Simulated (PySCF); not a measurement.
**Continuum solvent and chemical shifts**

Molfile (atoms numbered from 1):
```
C6H9O2P
     RDKit          3D

 18 18  0  0  0  0  0  0  0  0999 V2000
    2.7492   -0.3456    1.1335 C   0  0  0  0  0  0  0  0  0  0  0  0
    1.9209   -0.2758    0.2481 C   0  0  0  0  0  0  0  0  0  0  0  0
    0.7598   -0.1912   -1.1024 P   0  0  0  0  0  5  0  0  0  0  0  0
    1.3658   -0.3741   -2.4524 O   0  0  0  0  0  0  0  0  0  0  0  0
   -0.0998    1.3833   -0.7981 C   0  0  0  0  0  0  0  0  0  0  0  0
   -0.8972    1.3664    0.5059 C   0  0  0  0  0  0  0  0  0  0  0  0
   -1.8253    0.3181    0.5587 O   0  0  0  0  0  0  0  0  0  0  0  0
   -1.2500   -0.9550    0.6663 C   0  0  0  0  0  0  0  0  0  0  0  0
   -0.5224   -1.3840   -0.6079 C   0  0  0  0  0  0  0  0  0  0  0  0
    3.4875   -0.4091    1.9138 H   0  0  0  0  0  0  0  0  0  0  0  0
    0.6393    2.1992   -0.8116 H   0  0  0  0  0  0  0  0  0  0  0  0
   -0.7711    1.5229   -1.6617 H   0  0  0  0  0  0  0  0  0  0  0  0
   -1.4725    2.2991    0.6025 H   0  0  0  0  0  0  0  0  0  0  0  0
   -0.2031    1.3138    1.3693 H   0  0  0  0  0  0  0  0  0  0  0  0
   -2.0727   -1.6541    0.8779 H   0  0  0  0  0  0  0  0  0  0  0  0
   -0.5521   -0.9938    1.5272 H   0  0  0  0  0  0  0  0  0  0  0  0
   -1.2229   -1.4299   -1.4581 H   0  0  0  0  0  0  0  0  0  0  0  0
   -0.0614   -2.3778   -0.4979 H   0  0  0  0  0  0  0  0  0  0  0  0
  1  2  3  0
  2  3  1  0
  3  4  2  0
  3  5  1  0
  5  6  1  0
  6  7  1  0
  7  8  1  0
  8  9  1  0
  9  3  1  0
  1 10  1  0
  5 11  1  0
  5 12  1  0
  6 13  1  0
  6 14  1  0
  8 15  1  0
  8 16  1  0
  9 17  1  0
  9 18  1  0
M  END
```

GIAO PBE0/pcSseg-1 in PySCF 2.14.0 with density-fitted response routines on one PBE0-D3(BJ)/def2-SVP conformer, non-relativistic, equivalent nuclei averaged. Solvents enter as an IEF-PCM continuum (chloroform with ε = 4.7) around the gas-phase geometry. Shifts are referred to TMS computed in the same medium.

Gas phase, δ in ppm: C1 97.8, C2 83.5, C6/C8 66.9, C5/C9 35.3, H13/H15 4.05, H14/H16 3.32, H10 2.75, H12/H17 1.83, H11/H18 1.62. Dipole moment 4.05 D.

(1) How does each δ change in the continuum?

(2) Which of the listed nuclei move most (in ppm), and what does the model miss? (N and O are left out, as their reference compounds move with the solvent too.)

Results:

(1) 
```tsv
atoms	environment	Δδ, chloroform
C1	terminal alkyne carbon	+3.9
C2	alkyne carbon	-0.2
C6/C8	sp3 CH2 bonded to O	+0.8
C5/C9	sp3 CH2 bonded to P	+0.1
H13/H15	hydrogen on an sp3 CH2 bonded to O	+0.11
H14/H16	hydrogen on an sp3 CH2 bonded to O	+0.11
H10	hydrogen on a terminal alkyne carbon	+0.44
H12/H17	hydrogen on an sp3 CH2 bonded to P	+0.13
H11/H18	hydrogen on an sp3 CH2 bonded to P	+0.19
```

Changes are relative to the gas phase. The dipole moment becomes 4.90 D in chloroform.

(2) C1 (terminal alkyne carbon, +3.9 ppm) in chloroform. A continuum only polarises the solute; specific hydrogen bonds, the anisotropy of aromatic solvents and changes of geometry or conformer are outside it.
